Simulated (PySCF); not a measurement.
## Polarisability and C₆ of Pb (lead, neutral)

[Xe] 4f14 5d10 6s2 6p2, high-spin 3P determinant. Calculation: PySCF 2.14, in x2c-TZVPPall with one added diffuse shell each of s, p, d, f type (12s8p7d4f, 99 functions); scalar relativity by spin-free X2C-1e. Coupled (time-dependent) response in atomic units; α is the mean over directions.

```tsv
method	mean α (bohr³)	α xx, yy, zz	C₆ (like pair)	S(−4)
TPSSh	65.17	46.91, 74.30, 74.30	761.7	1791
```

S(−4) is the Cauchy moment in α(ω) = α(0) + S(−4) ω² + …

Reference α: 47 ± 3 bohr³ (recommended; Schwerdtfeger and Nagle, table of static dipole polarizabilities (2023 update)). Published C₆: 534.0 (Gould and Bucko (2016)).

Spin-orbit coupling is absent.

α(iu) at TPSSh:

| u (hartree) | α(iu) (bohr³) |
| --- | --- |
| 0 | 65.17 |
| 0.0500 | 61.09 |
| 0.100 | 52.14 |
| 0.200 | 35.48 |
| 0.300 | 25.15 |
| 0.500 | 14.82 |
| 0.750 | 9.289 |
| 1.00 | 6.597 |
| 1.50 | 4.023 |
| 2.00 | 2.785 |
| 3.00 | 1.593 |
| 5.00 | 0.7236 |

The components differ because the open shell of this determinant is not spherical; for a pure term their mean is the scalar polarisability.

Spin-orbit coupling is strong in this species (close to jj coupling), so the high-spin LS determinant is a model state, not a physical level.
